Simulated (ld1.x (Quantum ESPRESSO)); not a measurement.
## Transferability test, TM potential for ruthenium (Ru)

* Element: Ru
* Generator: ld1.x (Quantum ESPRESSO) 7.5
* Type: norm-conserving Troullier–Martins (Kleinman–Bylander form)
* Functional: PBE
* Relativity: scalar-relativistic
* Frozen core: [Ar] 3d10 4s2
* Valence charge: 14
* Reference configuration: 4p6 4d8 5s0 5p0
* Partial waves: 5s (bound, empty): rc 2.50 bohr; 4p (bound): rc 1.00 bohr; 4d (bound): rc 1.40 bohr
* Local potential: all-electron potential smoothed inside 1.45 bohr (lloc = -1)
* Core correction: none

Energies are relative to the spin-unpolarised reference configuration 4p6 4d8 5s0 5p0; without spin polarisation the order of configurations can differ from experiment.

```
valence configuration  charge  ΔE all-electron (eV)  error AE − PS (meV)
      4p6 4d7 5s1 5p0       0                 0.333                  -15
      4p6 4d7 5s0 5p0      +1                 7.625                 +1.9
      4p6 4d6 5s0 5p0      +2                25.811                 +4.1
      4p6 4d5 5s0 5p0      +3                56.434                 -1.4
      4p6 4d7 5s0 5p1       0                 3.794                 +3.8
      4p6 4d6 5s1 5p1       0                 5.986                  -28
      4p6 4d4 5s0 5p0      +4               100.946                  -26
```

These tests converged, but a pseudo level misses the all-electron one widely, so the file describes the atom poorly there or has found another state: 4p6 4d4 5s0 5p0: empty 5s by 10.7 eV. ld1.x printed “convergence not achieved” for 1 of the counted tests; its residual had stalled under 1e-8, short of the target of 1e-14.

Note: ghost state, extra bound levels that the all-electron valence spectrum of the same l lacks: s at -123.8 eV. A true bound ghost makes a file unfit for plane-wave use.
